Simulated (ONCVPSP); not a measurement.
What one change does to a pseudopotential (neodymium, ONCV)

* Element: neodymium (Nd)
* Generator: ONCVPSP 4.0.1
* Type: optimised norm-conserving Vanderbilt (ONCV)
* Functional: PBE
* Relativity: fully relativistic
* Frozen core: [Kr] 4d10 4f3
* Valence charge: 11
* Reference configuration: 5s2 5p6 5d1 6s2
* Partial waves: 5s+6s: rc 2.45 bohr, ncon 4, nbas 9, qcut 3.9 1/bohr, 2 projectors; 5p: rc 2.45 bohr, ncon 3, nbas 8, qcut 5.5 1/bohr, 1 projector; 5d: rc 2.65 bohr, ncon 3, nbas 6, qcut 3.6 1/bohr, 2 projectors, debl 1.9 Ha
* Local potential: polynomial inside 2.10 bohr (lpopt 5, dvloc0 6 Ha)
* Core correction: Teter function fitted to the true core (icmod 2), fcfact 0.2

Open shells are filled in proportion to 2j + 1.

All-electron outer shells of the reference configuration (PBE, scalar-relativistic, ld1.x):

```
shell  level (eV)  outermost node (bohr)  outermost maximum (bohr)
   5s      -43.70                   0.72                      1.31
   5p      -24.67                   0.77                      1.48
   4f       -6.90                      –                      0.65
   6s       -3.87                   1.74                      3.60
   5d       -2.92                   0.87                      2.08
```

Change: scalar-relativistic.

Cutoffs: the cutoffs (Ha) at which the residual kinetic energy of the hardest occupied pseudo-wave falls to 1 and 0.1 mHa per electron; they do not see the model core or the augmentation charge, which bear on the density cutoff. Errors are all-electron minus pseudo energies relative to the spin-unpolarised reference configuration.

Task: How do hardness, ghosts and transferability respond?

Result: The potential gets neither clearly harder nor softer (6.2 Ha and 15 Ha → 6.1 Ha and 14 Ha); of the 4 tests that both files solve, the error grows in 3 and shrinks in 0 by more than 15 % and 0.3 meV (median size 9.1 → 9.9 meV); neither file shows a bound ghost.

```tsv
quantity	base	changed
cutoff, loose	6.2 Ha	6.1 Ha
cutoff, tight	15 Ha	14 Ha
loose cutoff by channel	s 5.2 Ha, p 6.2 Ha, d 6.2 Ha	s 5.2 Ha, p 5.6 Ha, d 6.1 Ha
bound ghosts	none	none
GHOST(+) flags under 300 eV	none	none
error for 5s2 5p6 5d1 6s1, meV [ΔE 6.27 eV]	0.0	-1.5
error for 5s2 5p6 5d1 6s0, meV [ΔE 17.70 eV]	+0.9	-3.1
error for 5s2 5p6 5d0 6s0, meV [ΔE 37.18 → 37.20 eV]	-33	-39
error for 5s2 5p6 5d1 6s1 6p1, meV [ΔE 2.58 → 2.59 eV]	-17	-17
s: phases at 2.48 bohr within 0.05 rad from the reference energy up to (Ha; the scan ends near 5)	3.7	3.7
rms error of d²Exc/dni dnj with the model core, mHa	3.01	0.52
```
